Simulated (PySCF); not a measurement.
Species: C₂H₉ClSi₃.
SMILES with atom numbers: `[Cl:1][C@@H:2]1[CH2:3][SiH2:4][SiH2:5][SiH2:6]1`

Geometry (GFN2-xTB, Å), atoms numbered from 1 in this order:
```xyz
15
C2H9ClSi3 angstrom
Cl    -0.537   -0.491   -2.293
C     -0.889   -0.943   -0.582
C     -1.429    0.282    0.134
Si    -0.170    1.735    0.171
Si     1.789    0.493    0.380
Si     0.788   -1.589    0.128
H     -1.650   -1.722   -0.647
H     -1.677   -0.018    1.156
H     -2.366    0.600   -0.329
H     -0.565    2.593    1.298
H     -0.330    2.553   -1.035
H      2.478    0.645    1.670
H      2.830    0.782   -0.614
H      1.277   -2.593   -0.819
H      0.448   -2.320    1.359
```

NICS is the negative of the GIAO shielding at a point without a nucleus: at the ring centre (0) and 1 Å above and below it (1); zz is the component along the ring normal. Level: GIAO PBE0/pcSseg-1 (PySCF, non-relativistic, gas phase) on the GFN2-xTB geometry, one conformer.

Ring bond lengths (Å), with Mayer bond orders in brackets: C2–C3 1.518 (1.01), C3–Si4 1.923 (0.88), Si4–Si5 2.330 (0.88), Si5–Si6 2.324 (0.87), Si6–C2 1.932 (0.81).

Task: Give the NICS values of each ring in ppm.

Result: 
| ring | type | NICS(0) | NICS(1), two faces | NICS(1)zz, two faces | rms pucker (Å) | centre to ring atoms, mean (Å) |
| --- | --- | --- | --- | --- | --- | --- |
| C2–C3–Si4–Si5–Si6 | 5-membered ring with 3 Si; formal bonds all single | -4.3 | -3.5 / -5.1 | -2.1 / -6.2 | 0.21 | 1.66 |

Task: What do they say, and how far can they be read as aromaticity?

Result: 
- C2–C3–Si4–Si5–Si6: mean NICS(1)zz -4.2 ppm, shielded. C2, C3, Si4, Si5, Si6 have four or more neighbours; no verdict on aromaticity is drawn. The two faces differ by 4.1 ppm, so no symmetry operation interchanges them.

Task: At the first NICS(1) probe listed for ring C2–C3–Si4–Si5–Si6, 1 Å off the ring, what do the in-plane components average?

Result: The isotropic value is a third of the trace: (3 × -3.5 − (-2.1))/2 = -4.2 ppm.

Task: List the ring angles and the Hirshfeld charges of the ring atoms.

Result: 
- C2–C3–Si4–Si5–Si6: C2 114.0° (-0.076 e), C3 112.7° (-0.167 e), Si4 98.6° (+0.235 e), Si5 96.1° (+0.142 e), Si6 96.5° (+0.228 e); sum 517.8° against 540° for a flat convex ring.

Task: How shielded are the nuclei of the rings and their hydrogens (means over atoms taken as equivalent)?

Result: 
| atoms | environment | σ isotropic (ppm) |
| --- | --- | --- |
| C2 | sp3 C–Cl carbon | 133.2 |
| C3 | sp3 carbon bound to silicon | 164.7 |
| Si4 | SiH2 silicon | 416.1 |
| Si5 | SiH2 silicon | 476.7 |
| Si6 | SiH2 silicon | 401.6 |
| H7 | methine hydrogen | 27.24 |
| H8 | methylene hydrogen | 30.83 |
| H9 | methylene hydrogen | 29.64 |
| H10 | Si–H hydrogen | 27.70 |
| H11 | Si–H hydrogen | 27.46 |
| H12 | Si–H hydrogen | 28.45 |
| H13 | Si–H hydrogen | 28.23 |
| H14 | Si–H hydrogen | 27.50 |
| H15 | Si–H hydrogen | 27.54 |

The list is cut; further classes of hydrogen are left out.
